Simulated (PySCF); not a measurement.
Constitutional and geometric isomers with formula C2HNO. Gas-phase values, no solvent. Strings in code marks are SMILES.

The numbers are results of PBE-D3(BJ)/def2-TZVP // PBE0-D3(BJ)/def2-TZVP (PySCF), not measurements. 

```json
[
 {"species": "`N#CC=O`", "dipole moment (D)": "2.30", "HOMO–LUMO gap (eV)": "3.30", "LUMO (eV)": "-4.15"},
 {"species": "`N=C=C=O`", "dipole moment (D)": "1.82", "HOMO–LUMO gap (eV)": "0.90", "LUMO (eV)": "-4.39"},
 {"species": "`c1nc1=O`", "dipole moment (D)": "3.39", "HOMO–LUMO gap (eV)": "2.78", "LUMO (eV)": "-3.34"}
]
```
